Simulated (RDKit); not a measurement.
Input for RDKit: UFF on CH5OSb (SMILES C[O][SbH2]), a point of a torsion scan.

```python
from rdkit import Chem
from rdkit.Chem import AllChem, rdDetermineBonds

blocks = [
'''8

C     1.06679444    0.09910148    0.06533492
O     0.29653223   -0.65275985   -0.82436757
Sb   -1.67408872   -0.63008705   -0.66902825
H     0.86758077    1.17079681   -0.03182790
H     0.88887474   -0.19377921    1.10432814
H     2.11242977   -0.09033425   -0.18225287
H    -1.79703599    1.06576891   -0.91279522
H    -1.65309686   -0.29963076    1.01260527
''',
]
mol = None
for b in blocks:
    f = Chem.MolFromXYZBlock(b)
    rdDetermineBonds.DetermineBonds(f, charge=0)
    mol = f if mol is None else Chem.CombineMols(mol, f)
Chem.SanitizeMol(mol)
print(Chem.MolToSmiles(Chem.RemoveHs(mol)))
ff = AllChem.UFFGetMoleculeForceField(mol, vdwThresh=100.0, ignoreInterfragInteractions=False)
e = ff.CalcEnergy()
print(f'UFF energy {e:.6f} kcal/mol')
```

Program output:

```
C[O][SbH2]
UFF energy 8.858971 kcal/mol
```

The run finished.

Cost: very roughly 0.020 core-seconds.
